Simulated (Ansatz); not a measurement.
CdMe(NH2) (CH5CdN). Total charge 0; triplet. Geometry PBE-D4/def2-TZVP, that of the neutral singlet; atoms count from 1.

Cartesian coordinates in Å:
```
Cd -0.015 -0.027 0.328
C 0.336 0.211 -1.736
H -0.570 -0.039 -2.303
H 1.153 -0.448 -2.057
H 0.615 1.251 -1.949
N -0.172 -0.219 2.352
H -0.486 -1.156 2.622
H -0.862 0.428 2.743
```

In the def2 sets Cd takes a core potential; there is no spin–orbit coupling. At PBE0-D4/def2-TZVP a singlet of charge 0 lies 4.34 eV below the triplet at the same geometry.

Question: Estimate the Mulliken populations from the PBE0/def2-TZVP orbitals of Ansatz.

Answer: 
```tsv
atom	charge (e)	spin (α − β)	d electrons
Cd1	0.10	0.73	9.94
C2	-0.61	0.24	–
H3	0.13	0.01	–
H4	0.12	0.01	–
H5	0.12	0.01	–
N6	-0.18	0.79	–
H7	0.16	0.11	–
H8	0.16	0.11	–
```
Mulliken values depend strongly on the basis.

Question: Where does the spin sit?

Answer: Summed by element: Cd 0.73, C 0.24, H 0.24, N 0.79, of 2 unpaired in all. Largest on single atoms: N6 0.79, Cd1 0.73, C2 0.24.

Question: And the Mayer bond orders between heavy atoms (over 0.3)?

Answer: Cd1–C2 0.58 (2.11 Å).
